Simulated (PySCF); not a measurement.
**Dipole polarisabilities along group 13**

Calculated with PySCF 2.14 for the ground configurations, without spin-orbit coupling: coupled response for Hartree-Fock and DFT, finite fields for MP2 and CCSD(T), with B 1s2; Al [Ne]; Ga [Ar] 3d10; In 4s2 4p6 4d10; Tl 5s2 5p6 5d10 frozen. Mean α in bohr³, C₆ of like pairs in atomic units.

```tsv
species	α UHF	α PBE	α PBE0	α MP2	α CCSD(T)	α recommended (Schwerdtfeger and Nagle)	C₆ UHF	C₆ PBE	C₆ PBE0
B [He] 2s2 2p1 (aug-cc-pVDZ, non-relativistic)	21.76	22.51	21.81	19.87	20.18	20.5 ± 0.1	104.9	110.6	106.6
Al [Ne] 3s2 3p1 (aug-cc-pVDZ-DK, spin-free X2C)	60.19	63.13	61.06	58.84	56.74	57.8 ± 1	549.1	566.8	548.5
Ga [Ar] 3d10 4s2 4p1 (aug-cc-pVDZ-DK, spin-free X2C)	56.30	59.45	56.73	55.64	54.43	50 ± 3	490.4	492.5	473.8
In [Kr] 4d10 5s2 5p1 (aug-cc-pVDZ-PP with ECP28MDF, ECP)	73.28	77.18	73.52	72.47	70.94	65 ± 4	771.6	765.7	736.7
Tl [Xe] 4f14 5d10 6s2 6p1 (aug-cc-pVDZ-PP with ECP60MDF, ECP)	76.16	82.64	77.45	75.92	74.82	50 ± 2	788.4	810.6	763.5
```

Hartree-Fock lacks correlation. PBE lies above the recommended values here, as self-interaction makes its density too diffuse. MP2 and CCSD(T) carry the error of the frozen core. All values carry a basis error, and heavy open shells lack spin-orbit coupling.
